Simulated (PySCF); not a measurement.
Si(F)3(SiH3) (F3H3Si2), SMILES F[Si](F)(F)[SiH3]. Atoms are numbered in the order given.

```xyz
8

F      1.2917     0.7458    -1.0257
Si     0.0000     0.0000    -0.4265
F     -1.2917     0.7458    -1.0257
F      0.0000    -1.4916    -1.0257
Si     0.0000     0.0000     1.8961
H      0.0000     1.4129     2.3730
H      1.2236    -0.7065     2.3730
H     -1.2236    -0.7065     2.3730
```
Charge 0, spin multiplicity 1.

Geometry: PBE0-D3(BJ)/def2-SVP.

Two levels are set side by side: PBE/pcSseg-1 (PySCF) and B3LYP/pcSseg-1 (PySCF). GIAO shifts against CFCl3 (¹⁹F), TMS (²⁹Si), TMS (¹H) at the same level; non-relativistic, no solvent, atoms listed together averaged. Differences are taken from unrounded values.

```tsv
quantity	B3LYP
δ(¹⁹F) of F1, F3, F4 (ppm)	-127.1
δ(²⁹Si) of Si2 (ppm)	-42.7
δ(²⁹Si) of Si5 (ppm)	-116.7
δ(¹H) of H6, H7, H8 (ppm)	3.66
```

What does PBE give, and how far is it from B3LYP? (An estimate is asked for; the answer gives what the named calculation found.)


```json
[
 {"quantity": "δ(¹⁹F) of F1, F3, F4 (ppm)", "PBE": "-135.5", "PBE minus B3LYP": "-8.4"},
 {"quantity": "δ(²⁹Si) of Si2 (ppm)", "PBE": "-36.2", "PBE minus B3LYP": "6.6"},
 {"quantity": "δ(²⁹Si) of Si5 (ppm)", "PBE": "-123.0", "PBE minus B3LYP": "-6.4"},
 {"quantity": "δ(¹H) of H6, H7, H8 (ppm)", "PBE": "3.73", "PBE minus B3LYP": "0.07"}
]
```

Rough cost on one machine, each run with all the roots and properties that it gave: B3LYP against PBE within a factor of 2.
